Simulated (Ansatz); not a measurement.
Geometry optimisation, Ansatz, UKS PBE0/6-31G*.

Input file:

```yaml
crystal:
  periodic: [false, false, false]
  atoms:
    - { symbol: Si, position_ang: [-1.0875, 0.5636, -1.7831] }
    - { symbol: S, position_ang: [0.9725, 0.231, -1.7044] }
    - { symbol: B, position_ang: [0.8679, -0.1329, 0.1254] }
    - { symbol: B, position_ang: [1.0409, 0.3544, 1.8132] }
    - { symbol: C, position_ang: [0.7216, -1.1075, 1.311] }
    - { symbol: H, position_ang: [-1.4782, 1.7428, -0.9045] }
    - { symbol: H, position_ang: [-1.4845, 0.9548, -3.1704] }
    - { symbol: H, position_ang: [-1.8309, -0.5785, -1.3826] }
    - { symbol: H, position_ang: [1.0999, 1.1651, 2.7137] }
    - { symbol: H, position_ang: [-0.3182, -1.4587, 1.4918] }
    - { symbol: H, position_ang: [1.562, -1.7911, 1.5105] }
magnetization:
  spin_polarized: true
basis:
  gaussian: { orbitals: "6-31G*" }
hamiltonian:
  xc: pbe0
relax:
  f_tol: 0.02
  max_steps: 50
output:
  orbitals: {}
```

Launched with:

```bash
$ ansatz run input.yaml --threads 2 --pin off --max-ram 3072MiB --backend cpu --events-out ev --progress --plain --runs-dir out
```

Problem. Where does it end, and by what steps?

Solution. The forces met the threshold. After 21 steps the energy has fallen by 1.281 eV; H11 moved furthest, 1.70 Å.

```csv
step,energy less start (eV),largest force component (eV/Å),accepted
0,0.0000,1.983,yes
1,-0.3614,0.670,yes
2,-0.4245,0.247,yes
3,-0.4421,0.287,yes
4,-0.4886,0.501,yes
5,-0.6129,0.548,yes
6,-0.7842,0.649,yes
7,-0.9847,0.708,yes
8,-1.1080,0.702,yes
9,-1.1586,0.697,yes
10,-1.2099,0.727,yes
11,-1.2423,0.621,yes
12,-1.2568,0.430,yes
13,-1.2610,0.448,yes
14,-1.2756,0.191,yes
15,-1.2645,0.439,no
16,-1.2784,0.062,yes
17,-1.2789,0.125,yes
18,-1.2798,0.061,yes
19,-1.2804,0.045,yes
20,-1.2805,0.023,yes
21,-1.2807,0.014,yes
```

```xyz
11
Properties=species:S:1:pos:R:3
Si -1.044 0.327 -1.792
S 1.039 0.733 -1.391
B 1.122 0.361 0.344
B 1.554 0.110 1.824
C 0.337 -0.659 1.363
H -1.916 1.171 -0.936
H -1.269 0.638 -3.227
H -1.338 -1.109 -1.537
H 1.829 0.535 2.897
H -0.539 -0.840 1.988
H 0.289 -1.324 0.486
```

The run took 2.3 min on 2 threads of Intel(R) Xeon(R) Platinum 8488C (Sapphire Rapids), on a shared host, peak memory 0.33 GiB.
